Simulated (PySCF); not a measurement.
## Electron correlation in Ag⁺ (silver, charge +1)

[Kr] 4d10, closed-shell 1S. Calculation: PySCF 2.14, in def2-TZVPPD with the def2 core potential (28 electrons) (6s4p3d2f1g, 56 functions); scalar relativity through the core potential. Frozen: 4s2 4p6; 10 electrons correlated.

```json
{"level": "CCSD", "correlation energy (mhartree)": "-326.90"}
{"level": "(T)", "correlation energy (mhartree)": "-10.06"}
{"level": "CCSD(T)", "correlation energy (mhartree)": "-336.96"}
```

Diagnostics: T1 = 0.0015, D1 = 0.0022, largest double amplitude 0.023.

Cost of the coupled-cluster step: of the order of 1.7 core-seconds, for 10 correlated electrons.
